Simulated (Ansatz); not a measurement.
**Molecular dynamics of H$_{8}$CS$_{2}$O**

input.yaml

```yaml
accuracy: low
crystal:
  lattice:
    - [7.656277, 0.0, 0.0]
    - [0.0, 7.656277, 0.0]
    - [0.0, 0.0, 7.656277]
  atoms:
    - { symbol: C, position: [0.97230349, 0.81933, 0.53250116] }
    - { symbol: O, position: [1.0738694, 0.66771712, 0.49692617] }
    - { symbol: H, position: [1.01868651, 0.92044918, 0.44415973] }
    - { symbol: H, position: [1.05266551, 0.58324003, 0.58853932] }
    - { symbol: H, position: [0.8339379, 0.79440352, 0.5066145] }
    - { symbol: H, position: [0.98861768, 0.86424139, 0.66742487] }
    - { symbol: C, position: [0.63809118, 0.39830906, 0.82101707] }
    - { symbol: O, position: [0.62742904, 0.3003015, 0.97868961] }
    - { symbol: H, position: [0.53209643, 0.35301939, 0.73798023] }
    - { symbol: H, position: [0.70861508, 0.35145455, 1.06154752] }
    - { symbol: H, position: [0.61991536, 0.537327, 0.84473481] }
    - { symbol: H, position: [0.76196502, 0.37670843, 0.75226059] }
    - { symbol: C, position: [0.09750632, 0.22562828, -0.07916858] }
    - { symbol: O, position: [0.20086115, 0.22916523, -0.23383961] }
    - { symbol: H, position: [-0.02159886, 0.298101, -0.1077188] }
    - { symbol: H, position: [0.30141857, 0.15420899, -0.21652291] }
    - { symbol: H, position: [0.06348725, 0.09198122, -0.03970459] }
    - { symbol: H, position: [0.16394085, 0.28978425, 0.0303983] }
    - { symbol: S, position: [0.25534656, 0.65912654, 0.90206435] }
    - { symbol: H, position: [0.26914737, 0.75619576, 0.75674825] }
    - { symbol: H, position: [0.27170272, 0.50911571, 0.81071109] }
    - { symbol: S, position: [0.38379911, 0.02964127, 0.25575232] }
    - { symbol: H, position: [0.49122718, -0.08251662, 0.17422217] }
    - { symbol: H, position: [0.44093753, 0.16338959, 0.15582067] }
    - { symbol: S, position: [0.85767398, 0.6949348, 0.11651975] }
    - { symbol: H, position: [0.80542096, 0.75694218, -0.03945311] }
    - { symbol: H, position: [0.69221791, 0.68676872, 0.17633886] }
    - { symbol: S, position: [0.48611479, 0.57607196, 0.41602675] }
    - { symbol: H, position: [0.31655675, 0.62540039, 0.42554514] }
    - { symbol: H, position: [0.44688814, 0.40520892, 0.42762101] }
    - { symbol: S, position: [0.99738006, 0.30196349, 0.39166568] }
    - { symbol: H, position: [0.96425367, 0.40089644, 0.24986107] }
    - { symbol: H, position: [0.98426005, 0.15101448, 0.302516] }
    - { symbol: S, position: [0.57842027, 0.95829937, 0.78113183] }
    - { symbol: H, position: [0.67484083, 1.05995289, 0.67525258] }
    - { symbol: H, position: [0.55813985, 0.83545944, 0.6567298] }
basis:
  ecutwfc: 500.0
kpoints:
  mp_grid: { grid: [1, 1, 1] }
hamiltonian:
  xc: r2scan
  dispersion: d3bj
scf:
  occupations: { method: fermi_dirac, width: 0.02 }
  lower_state_search: "off"
md:
  timestep: 0.75
  n_steps: 40
  ensemble: nvt_langevin
  temperature: 350.0
  initial_velocities: maxwell_boltzmann
  seed: 875770
  friction: 0.02
```

Run as:

```bash
$ ansatz run input.yaml --threads 1 --pin off --max-ram 3072MiB --backend cpu --events-out ev --progress --plain --runs-dir out
```

It starts from a partly relaxed structure (largest force component 0.23 eV/Å).

Output, in part (step lines):

```
md step     0: t =     0.00 fs  T =   340.3 K  F+E_penalty+E_count = -8281.97683539 eV  E_kin = 1.583435 eV  (9 SCF iters)
md step     1: t =     0.75 fs  T =   324.9 K  F+E_penalty+E_count = -8281.92659185 eV  E_kin = 1.512022 eV  (8 SCF iters)
md step     2: t =     1.50 fs  T =   289.0 K  F+E_penalty+E_count = -8281.80230376 eV  E_kin = 1.344631 eV  (7 SCF iters)
md step     3: t =     2.25 fs  T =   257.8 K  F+E_penalty+E_count = -8281.68843796 eV  E_kin = 1.199806 eV  (8 SCF iters)
md step     4: t =     3.00 fs  T =   232.5 K  F+E_penalty+E_count = -8281.63504550 eV  E_kin = 1.081733 eV  (8 SCF iters)
md step     5: t =     3.75 fs  T =   242.1 K  F+E_penalty+E_count = -8281.63074641 eV  E_kin = 1.126549 eV  (6 SCF iters)
md step     6: t =     4.50 fs  T =   254.0 K  F+E_penalty+E_count = -8281.63327965 eV  E_kin = 1.181906 eV  (6 SCF iters)
md step     7: t =     5.25 fs  T =   256.3 K  F+E_penalty+E_count = -8281.61001816 eV  E_kin = 1.192776 eV  (6 SCF iters)
md step     8: t =     6.00 fs  T =   258.1 K  F+E_penalty+E_count = -8281.55709200 eV  E_kin = 1.201163 eV  (6 SCF iters)
md step     9: t =     6.75 fs  T =   256.6 K  F+E_penalty+E_count = -8281.49661813 eV  E_kin = 1.193856 eV  (6 SCF iters)
md step    10: t =     7.50 fs  T =   242.2 K  F+E_penalty+E_count = -8281.46181298 eV  E_kin = 1.127016 eV  (8 SCF iters)
md step    11: t =     8.25 fs  T =   254.1 K  F+E_penalty+E_count = -8281.46435331 eV  E_kin = 1.182524 eV  (6 SCF iters)
md step    12: t =     9.00 fs  T =   264.3 K  F+E_penalty+E_count = -8281.49329429 eV  E_kin = 1.230104 eV  (6 SCF iters)
md step    13: t =     9.75 fs  T =   277.4 K  F+E_penalty+E_count = -8281.53281260 eV  E_kin = 1.290847 eV  (6 SCF iters)
md step    14: t =    10.50 fs  T =   293.1 K  F+E_penalty+E_count = -8281.56628563 eV  E_kin = 1.364071 eV  (6 SCF iters)
md step    15: t =    11.25 fs  T =   285.3 K  F+E_penalty+E_count = -8281.59333875 eV  E_kin = 1.327678 eV  (6 SCF iters)
md step    16: t =    12.00 fs  T =   273.2 K  F+E_penalty+E_count = -8281.60385175 eV  E_kin = 1.271518 eV  (6 SCF iters)
md step    17: t =    12.75 fs  T =   274.8 K  F+E_penalty+E_count = -8281.58695907 eV  E_kin = 1.278706 eV  (6 SCF iters)
md step    18: t =    13.50 fs  T =   263.0 K  F+E_penalty+E_count = -8281.55081278 eV  E_kin = 1.224049 eV  (6 SCF iters)
md step    19: t =    14.25 fs  T =   255.2 K  F+E_penalty+E_count = -8281.50571076 eV  E_kin = 1.187520 eV  (6 SCF iters)
md step    20: t =    15.00 fs  T =   242.6 K  F+E_penalty+E_count = -8281.45963961 eV  E_kin = 1.129035 eV  (8 SCF iters)
md step    21: t =    15.75 fs  T =   220.2 K  F+E_penalty+E_count = -8281.42121062 eV  E_kin = 1.024716 eV  (6 SCF iters)
md step    22: t =    16.50 fs  T =   223.8 K  F+E_penalty+E_count = -8281.39061069 eV  E_kin = 1.041559 eV  (6 SCF iters)
md step    23: t =    17.25 fs  T =   200.1 K  F+E_penalty+E_count = -8281.36594063 eV  E_kin = 0.930932 eV  (6 SCF iters)
md step    24: t =    18.00 fs  T =   207.7 K  F+E_penalty+E_count = -8281.35048293 eV  E_kin = 0.966320 eV  (6 SCF iters)
md step    25: t =    18.75 fs  T =   224.1 K  F+E_penalty+E_count = -8281.33790421 eV  E_kin = 1.042702 eV  (6 SCF iters)
md step    26: t =    19.50 fs  T =   225.5 K  F+E_penalty+E_count = -8281.32109637 eV  E_kin = 1.049398 eV  (6 SCF iters)
md step    27: t =    20.25 fs  T =   232.7 K  F+E_penalty+E_count = -8281.32036668 eV  E_kin = 1.082969 eV  (6 SCF iters)
md step    28: t =    21.00 fs  T =   238.3 K  F+E_penalty+E_count = -8281.32967680 eV  E_kin = 1.109067 eV  (6 SCF iters)
md step    29: t =    21.75 fs  T =   249.2 K  F+E_penalty+E_count = -8281.31522212 eV  E_kin = 1.159457 eV  (6 SCF iters)
md step    30: t =    22.50 fs  T =   238.0 K  F+E_penalty+E_count = -8281.26565878 eV  E_kin = 1.107400 eV  (8 SCF iters)
md step    31: t =    23.25 fs  T =   216.6 K  F+E_penalty+E_count = -8281.20220303 eV  E_kin = 1.007721 eV  (6 SCF iters)
md step    32: t =    24.00 fs  T =   221.2 K  F+E_penalty+E_count = -8281.16209472 eV  E_kin = 1.029370 eV  (6 SCF iters)
md step    33: t =    24.75 fs  T =   227.5 K  F+E_penalty+E_count = -8281.16320150 eV  E_kin = 1.058570 eV  (6 SCF iters)
md step    34: t =    25.50 fs  T =   253.8 K  F+E_penalty+E_count = -8281.19977123 eV  E_kin = 1.181105 eV  (6 SCF iters)
md step    35: t =    26.25 fs  T =   273.5 K  F+E_penalty+E_count = -8281.23963790 eV  E_kin = 1.272574 eV  (6 SCF iters)
md step    36: t =    27.00 fs  T =   269.0 K  F+E_penalty+E_count = -8281.24027539 eV  E_kin = 1.251631 eV  (6 SCF iters)
md step    37: t =    27.75 fs  T =   254.9 K  F+E_penalty+E_count = -8281.17657642 eV  E_kin = 1.186181 eV  (6 SCF iters)
md step    38: t =    28.50 fs  T =   236.2 K  F+E_penalty+E_count = -8281.08801251 eV  E_kin = 1.099302 eV  (6 SCF iters)
md step    39: t =    29.25 fs  T =   238.9 K  F+E_penalty+E_count = -8281.05425620 eV  E_kin = 1.111811 eV  (6 SCF iters)
md step    40: t =    30.00 fs  T =   240.8 K  F+E_penalty+E_count = -8281.11632664 eV  E_kin = 1.120712 eV  (7 SCF iters)
```

All steps were run. The mean temperature of the second half is 33 % below the set value. A run of 0.03 ps of so small a system gives no equilibrium averages. Limits of this set-up: coarse k mesh, low accuracy level.

Mean squared displacements from the first frame to the last, about the centre of mass: C 0.04 Å², O 0.02 Å², H 0.13 Å², S 0.02 Å².

Last frame:

```xyz
36
Lattice="7.6563 0.0000 0.0000 0.0000 7.6563 0.0000 0.0000 0.0000 7.6563" Properties=species:S:1:pos:R:3
C 7.463 6.223 4.066
O 8.278 5.040 3.921
H 7.690 6.949 3.244
H 7.995 4.385 4.514
H 6.432 5.893 4.064
H 7.616 6.745 4.971
C 4.753 3.029 6.383
O 4.759 2.388 7.641
H 4.007 2.620 5.733
H 5.367 2.954 8.062
H 4.383 4.062 6.519
H 5.663 2.911 5.878
C 0.600 1.848 -0.844
O 1.526 1.778 -1.871
H -0.283 2.307 -1.237
H 2.277 1.238 -1.625
H 0.333 0.887 -0.442
H 0.940 2.506 -0.033
S 1.964 5.173 6.857
H 2.045 5.726 5.638
H 2.262 3.911 6.335
S 2.899 0.271 1.988
H 3.214 -0.939 1.420
H 3.164 0.943 0.901
S 6.508 5.345 0.879
H 6.814 5.704 -0.372
H 5.194 5.431 0.683
S 3.730 4.454 3.127
H 2.471 4.722 3.652
H 3.514 3.201 2.950
S 7.594 2.103 2.936
H 7.163 3.029 2.098
H 7.394 1.096 2.119
S 4.551 7.485 5.970
H 4.827 8.308 4.954
H 4.284 6.448 5.182
```

Time of the run: 14 min on 1 thread of Arm Neoverse V1, on a shared host, peak memory 0.86 GiB.
